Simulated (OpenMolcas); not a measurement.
# Ionisation energies of vanadium

```json
{"Program": "OpenMolcas 26.06", "Basis": "ANO-R2 [6s4p4d2f1g]", "Scalar Hamiltonian": "X2C, finite nucleus", "Spin-orbit coupling": "RASSI with atomic mean-field integrals over the reference wave functions, term energies averaged over their components"}
```

Active shells in each charge state: the valence d shell, with orbitals averaged over the low states. Where CASPT2's correlated closed shells are named, they are those of the first ion.

A. CASSCF
B. SS-CASPT2, IPEA 0.25 Eh, imaginary shift 0.1 Eh (closed shells correlated: 3s 3p)
C. SS-CASPT2, IPEA 0 Eh, imaginary shift 0.1 Eh (closed shells correlated: 3s 3p)
D. SS-CASPT2, IPEA 0.25 Eh, imaginary shift 0.1 Eh (closed shells correlated: none)
E. SS-CASPT2, IPEA 0.25 Eh, imaginary shift 0.1 Eh (closed shells correlated: 2s 2p 3s 3p)

Energies in eV between the lowest computed levels, named as in B; reference values from the NIST Atomic Spectra Database with their kind.

```tsv
From	To	A	B	C	D	E	Spin-orbit share in B	Reference
V2+ 3d3 4F 3/2	V3+ 3d2 3F2	28.276	29.391	29.488	28.731	29.405	-0.008	29.311 (measured)
V3+ 3d2 3F2	V4+ 3d 2D 3/2	45.867	46.745	46.815	46.029	46.761	+0.009	46.709 (measured)
V4+ 3d 2D 3/2	V5+ 3p6 1S0	64.258	65.056	65.117	64.258	65.063	+0.044	65.282 (measured)
```

Error against the reference values, in %:

```tsv
From	Reference	A	B	C	D	E
V2+	measured	-3.5	+0.3	+0.6	-2.0	+0.3
V3+	measured	-1.8	+0.1	+0.2	-1.5	+0.1
V4+	measured	-1.6	-0.3	-0.3	-1.6	-0.3
```

Mean absolute error over the 3 measured values: A 0.97 eV, B 0.11 eV, C 0.15 eV, D 0.76 eV, E 0.12 eV.

The lowest level within the active space need not be the ion's true ground level.
